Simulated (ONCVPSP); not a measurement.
An all-electron radial function and its pseudo partner (Se (Z = 34))

Columns: radius, all-electron u(r) and pseudo u(r) of the 3s shell (level -224.02 eV) of selenium in the configuration [Ne] 3s2 3p6 3d10 4s2 4p3; PBE, scalar-relativistic, ONCV scheme, ONCVPSP 4.0.1.

```
r (bohr)  all-electron  pseudo
   0.053        0.0702  0.2071
   0.105       -0.6858  0.4076
   0.158       -0.7394  0.6058
   0.210       -0.3144  0.7897
   0.262        0.2499  0.9572
   0.315        0.7660  1.1042
   0.368        1.1424  1.2204
   0.420        1.3671  1.2993
   0.473        1.4687  1.3401
   0.525        1.4743  1.3408
   0.578        1.4155  1.3049
   0.630        1.3178  1.2385
   0.683        1.1967  1.1471
   0.735        1.0697  1.0420
   0.788        0.9407  0.9276
   0.840        0.8203  0.8151
   0.893        0.7069  0.7053
   0.945        0.6065  0.6061
   0.998        0.5156  0.5154
   1.050        0.4374  0.4372
   1.102        0.3695  0.3693
   1.155        0.3099  0.3098
   1.208        0.2591  0.2590
   1.260        0.2168  0.2167
   1.313        0.1803  0.1802
   1.365        0.1502  0.1501
```

Problem. How many radial nodes do the two functions have?

Solution. The all-electron 3s function has n − l − 1 = 2; the pseudo-wave has 0, since the states of the same l below it are removed with the core.

Problem. At about which radius was the pseudo-wave matched?

Solution. 1.05 bohr. The columns agree to 0.0005 from 0.94 bohr on; several derivatives are matched, so the curves merge somewhat inside the radius.

Problem. Where does each function peak?

Solution. Outermost all-electron maximum near 0.53 bohr, pseudo maximum near 0.53 bohr (to the table’s step).

Problem. Is the pseudo-wave norm-conserving?

Solution. Yes: the ONCV scheme keeps the norm inside the radius equal to the all-electron one, which fixes the energy derivative of the logarithmic derivative at the level.
